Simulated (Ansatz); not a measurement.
CHBr2 (`Br[CH]Br`) radical at its PBE0-D4/def2-TZVP geometry, where that method's forces vanish. Total charge 0; spin multiplicity 2.

```xyz
4

Br    0.2750   -0.3277    1.7036
C    -0.1046   -0.1854   -0.0986
Br   -0.4760    1.4576   -0.8568
H     0.3057   -0.9446   -0.7483
```

(1) What forces (eV/Å) does PBE-D4/def2-TZVPP give on these atoms in the Gaussian-basis code of Ansatz? (Estimate.)

Results:

(1) Ansatz gave: 
```
Br1  0.074 -0.053  0.340
C2  -0.085 -0.088 -0.036
Br3 -0.074  0.301 -0.167
H4   0.085 -0.160 -0.136
```
